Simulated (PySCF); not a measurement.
## Calculated properties of `C1C([S-])(C(C)C)C1`

Compound: C6H11S (charge -1).
Numbering: `[CH3:1][CH:2]([CH3:3])[C:4]1([S-:5])[CH2:6][CH2:7]1` (hydrogens: H8, H9, H10 on C1; H11 on C2; H12, H13, H14 on C3; H15, H16 on C6; H17, H18 on C7)

Geometry (GFN2-xTB, Å), atoms numbered from 1 in this order:
```
atom  x, y, z in Å
C1    -1.106   -1.457   -0.468
C2    -0.554   -0.035   -0.421
C3    -1.635    0.942    0.033
C4     0.625    0.025    0.545
S5     0.240   -0.412    2.225
C6     1.656    1.093    0.285
C7     1.975   -0.346   -0.016
H8    -1.330   -1.766    0.551
H9    -2.012   -1.514   -1.074
H10   -0.363   -2.139   -0.878
H11   -0.208    0.252   -1.428
H12   -1.268    1.967   -0.021
H13   -1.879    0.720    1.070
H14   -2.535    0.855   -0.579
H15    2.140    1.547    1.138
H16    1.521    1.769   -0.554
H17    2.054   -0.642   -1.057
H18    2.671   -0.854    0.637
```

Among its groups: cyclopropane ring.

From GFN2-xTB geometry:

```
Point group of the GFN2-xTB geometry                  : Cs
Rotational constants A, B, C of the GFN2-xTB geometry : 2.545, 1.950, 1.626 GHz
```

PBE0/pcSseg-1 ground state and GIAO shieldings, non-relativistic (PySCF):

```
HOMO energy                                                 : 0.34 eV
LUMO energy                                                 : 5.20 eV
HOMO–LUMO gap                                               : 4.86 eV
Lowest Hirshfeld atomic charge                              : -0.56 e on S5
Highest Hirshfeld atomic charge                             : +0.02 e on H10/H12/H15/H18
13C chemical shifts (computed TMS as zero) by class         : 43.6 (C2), 34.4 (C4), 23.8 (C6/C7), 23.0 (C1/C3) ppm
1H chemical shifts (computed TMS as zero) by class          : 1.18 (H8/H9/H10/H12/H13/H14), 0.38 (H11), 0.06 (H15/H18), 0.04 (H16/H17) ppm
Isotropic shieldings of nuclei other than C and H, by class : 663 (S5) ppm
Mayer bond orders between heavy atoms                       : C1–C2 1.03, C2–C3 1.03, C2–C4 0.98, C4–S5 1.13, C4–C6 0.91, C6–C7 0.99, C7–C4 0.91
```

Monoisotopic mass of the ion (most abundant isotopes, electron mass counted): 115.0587 u.

With B = h/(8π²I), that is 505.379 GHz u Å² over I, the principal moments of inertia are 198.5, 259.2 and 310.8 u Å² (most abundant isotopes). The rotational constants make it an asymmetric top with κ = (2B − A − C)/(A − C) = -0.30, nearer the prolate limit (−1).

Geometry: GFN2-xTB, one conformer, isolated ion. NMR classes are plain means over equivalent atoms (diastereotopic ones count apart unless rotation or inversion swaps them), as if these changed places fast; in this geometry the members of some classes differ. The HOMO energy is positive, so at this level the finite basis confines the outermost electrons. No diffuse functions stand in pcSseg-1, which bears on an anion's orbital energies.
